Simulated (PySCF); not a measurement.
This PySCF input asks for the NMR shieldings of `C/C=C\CNB1SC=CS1`, C6H10BNS2; the geometry comes from GFN2-xTB.

```python
import basis_set_exchange as bse
import numpy as np
from pyscf import gto, dft
from pyscf.prop import nmr

atoms = """
C     2.516449   -0.055657    0.979512
C     2.306642   -1.171654    0.010450
C     1.582045   -1.149084   -1.098097
C     0.776599    0.007505   -1.619294
N    -0.651016   -0.276641   -1.546950
B    -1.534797    0.179449   -0.581402
S    -1.076334    1.343534    0.738063
C    -2.679031    1.399188    1.426784
C    -3.649690    0.676445    0.869950
S    -3.287104   -0.305160   -0.529031
H     3.472616    0.431430    0.784397
H     2.548240   -0.450845    1.992443
H     1.730316    0.691233    0.924598
H     2.833638   -2.085399    0.256547
H     1.512204   -2.045292   -1.701770
H     1.042348    0.194188   -2.666264
H     0.970798    0.913796   -1.046160
H    -0.950261   -0.962343   -2.224217
H    -2.803603    2.029947    2.288052
H    -4.665206    0.646039    1.220571
"""
names = dict.fromkeys(["C", "N", "B", "S", "H"], "pcSseg-1")
basis = {el: gto.basis.parse(bse.get_basis(n, elements=[el], fmt="nwchem")) for el, n in names.items()}
mol = gto.M(atom=atoms, basis=basis, charge=0, verbose=0)
mf = dft.RKS(mol, xc="PBE0")
mf.grids.level = 2
mf.grids.alignment = dft.numint.BLKSIZE   # the property module wants whole blocks of grid points
mf.conv_tol = 1e-9
mf.kernel()

calc = nmr.RKS(mf)   # GIAO
C = mf.mo_coeff
Co = C[:, mf.mo_occ > 0]
resp = mf.gen_response(singlet=True, hermi=2)
def vind(x):   # induced exchange potential for any number of trial vectors
    d = np.einsum("pi,xij,qj->xpq", C, 2 * x.reshape(-1, C.shape[1], Co.shape[1]), Co, optimize=True)
    return np.einsum("xpq,pi,qj->xij", resp(d - d.transpose(0, 2, 1)), C, Co, optimize=True).ravel()
mo1, _ = nmr.rhf.solve_mo1(calc, with_cphf=vind)
sigma = calc.kernel(mo1)
for i, s in enumerate(sigma):   # ppm
    print("%2d %-2s %9.2f" % (i, mol.atom_pure_symbol(i), np.trace(s) / 3))
```

Question: What are the results?

Answer: 
```
 0 C     170.35
 1 C      52.41
 2 C      50.52
 3 C     138.62
 4 N     161.43
 5 B      58.89
 6 S     445.09
 7 C      59.18
 8 C      57.50
 9 S     438.24
10 H      29.96
11 H      29.97
12 H      28.92
13 H      25.82
14 H      25.91
15 H      28.03
16 H      27.71
17 H      28.04
18 H      25.50
19 H      25.52
```

These numbers come from an equivalent density-fitted implementation of the same equations, which agrees with the script to about 0.01 ppm for H and up to a few tenths of a ppm for heavy atoms, so last digits may differ.

Size and cost of the density-fitted run: 234 basis functions, 120 s wall time on 1 thread of an Arm Neoverse N1, shared host; peak memory 1 GiB.
